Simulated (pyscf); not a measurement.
Optimised with ωB97X-D3(BJ)/def2-SVP in PySCF. MP2 and CC: frozen core, UHF for open shells. ΔMP2 is the change of the MP2 total energy from the triple- to the quadruple-zeta basis.

Question: [H₃C–In–Cl]• -> •H₂C–InH–Cl
Surface: doublet. Broken: C–H. Formed: H–In. Give ΔE‡ and ΔE from CCSD(T)/def2-TZVPP + ΔMP2(QZVPP), relative to the reactant's lowest minimum found.

Answer: ΔE‡ = 3.23 eV, ΔE = +1.54 eV. Zero-point energy shifts the barrier by -0.20 eV. It is a hydrogen shift, with an imaginary mode of 1511i cm⁻¹. One saddle was located; it need not be the lowest between these sides. The CCSD(T) − MP2 part came from Ansatz, without density fitting, on the same reference. A UHF reference is spin-contaminated (<S²> up to 1.04), which harms MP2 most. The frozen core leaves the outer d or s,p core shells of the metals and heavy elements correlated in the MP2 and CC values, and def2-TZVPP describes them poorly, which can shift differences by a few kcal/mol. Elements past Kr carry the def2 core potentials, without spin-orbit coupling.
